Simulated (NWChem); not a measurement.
System: BeNH3Se; SMILES [NH2][Be][SeH]

Here is an NWChem input.

```
start job
memory heap 200 mb stack 900 mb global 1100 mb
geometry units angstroms noautoz
  Be     0.028568    -1.138409    -0.000571
  N     -0.005029    -2.634290     0.001398
  H     -0.030885    -3.224408    -0.824087
  H     -0.010326    -3.222101     0.828750
  Se     0.118905     0.893204    -0.003380
  H     -1.349832     0.995914     0.015034
end
basis spherical
  Be library def2-svp
  N library def2-svp
  H library def2-svp
  Se library def2-svp
end
dft
  xc xpbe96 cpbe96
  iterations 150
  mulliken
end
task dft energy
```

Output (shortened):

```
             Northwest Computational Chemistry Package (NWChem) 7.3.0
             --------------------------------------------------------

 CS  symmetry detected

                             Geometry "geometry" -> ""
                             -------------------------

 Output coordinates in angstroms (scale by  1.889725989 to convert to a.u.)

  No.       Tag          Charge          X              Y              Z
 ---- ---------------- ---------- -------------- -------------- --------------
    1 Be                   4.0000     0.00707433    -1.17882613     0.00000000
    2 N                    7.0000     0.01840191    -2.67504278     0.00000000
    3 H                    1.0000     0.02051253    -3.26421015    -0.82648305
    4 H                    1.0000     0.02051253    -3.26421015     0.82648305
    5 Se                  34.0000     0.03637540     0.85458515     0.00000000
    6 H                    1.0000    -1.43489929     0.91312911     0.00000000

 Effective nuclear repulsion energy (a.u.)     113.2898149478

      Symmetry information
      --------------------

 Group name             Cs
 Group number              2
 Group order               2
 No. of unique centers     5

  pbe96 is a nonlocal functional; adding pw91lda local functional.

                                 NWChem DFT Module
                                 -----------------

 Summary of "ao basis" -> "ao basis" (spherical)
 ------------------------------------------------------------------------------
       Tag                 Description            Shells   Functions and Types
 ---------------- ------------------------------  ------  ---------------------
 Be                         def2-svp                 5        9   3s2p
 N                          def2-svp                 6       14   3s2p1d
 H                          def2-svp                 3        5   2s1p
 Se                         def2-svp                12       32   5s4p3d

      Symmetry analysis of basis
      --------------------------

        a'         48
        a"         22

            General Information
            -------------------
          SCF calculation type: DFT
          Wavefunction type:  closed shell.
          No. of atoms     :     6
          No. of electrons :    48
           Alpha electrons :    24
            Beta electrons :    24
          Charge           :     0
          Spin multiplicity:     1
          Use of symmetry is: on ; symmetry adaption is: on
          Maximum number of iterations: 150
          AO basis - number of functions:    70
                     number of shells:    32
          Convergence on energy requested:  1.00D-06
          Convergence on density requested:  1.00D-05
          Convergence on gradient requested:  5.00D-04

              XC Information
              --------------
          PerdewBurkeErnzerhof Exchange Functional  1.000
            Perdew 1991 LDA Correlation Functional  1.000 local
           PerdewBurkeErnz. Correlation Functional  1.000 non-local

             Grid Information
             ----------------
          Grid used for XC integration:  medium
          Radial quadrature: Mura-Knowles
          Angular quadrature: Lebedev.
          Tag              B.-S. Rad. Rad. Pts. Rad. Cut. Ang. Pts.
          ---              ---------- --------- --------- ---------
          Be                  1.05       49           8.0       434
          N                   0.65       49          10.0       434
          H                   0.35       45          11.0       434
          Se                  1.15      112          11.0       590
          Grid pruning is: on
          Number of quadrature shells:   300
          Spatial weights used:  Erf1

      Superposition of Atomic Density Guess
      -------------------------------------

 Sum of atomic energies:       -2469.80753073

      Non-variational initial energy
      ------------------------------

 Total energy =   -2470.801651
 1-e energy   =   -3661.940492
 2-e energy   =    1077.849026
 HOMO         =      -0.308820
 LUMO         =      -0.000608

      Symmetry analysis of molecular orbitals - initial
      -------------------------------------------------

  Numbering of irreducible representations:

     1 a'          2 a"

  Orbital symmetries:

     1 a'          2 a'          3 a'          4 a'          5 a"
     6 a'          7 a'          8 a'          9 a'         10 a"
    11 a'         12 a'         13 a'         14 a"         15 a'
    16 a"         17 a'         18 a'         19 a"         20 a'
    21 a'         22 a'         23 a'         24 a"         25 a'
    26 a'         27 a"         28 a'         29 a'         30 a"
    31 a'         32 a'         33 a'         34 a"

     ---------------------------------------------
      Total Density - Mulliken Population Analysis
     ---------------------------------------------

    Atom       Charge   Shell Charges
 -----------   ------   -------------------------------------------------------
    1 Be   4     3.40   1.99  0.55  0.06  0.66  0.13
    2 N    7     7.92   1.99  1.04  0.43  2.69  1.76  0.00
    3 H    1     0.73   0.58  0.11  0.04
    4 H    1     0.73   0.58  0.11  0.04
    5 Se  34    34.42   2.00  2.00  2.00  1.33  0.51  6.00  5.98  1.99  2.59  8.20  1.76  0.07
    6 H    1     0.80   0.56  0.22  0.02

[...]
```

Level: PBE/def2-SVP. Structure relaxed at the PBE0/def2-SVP level.
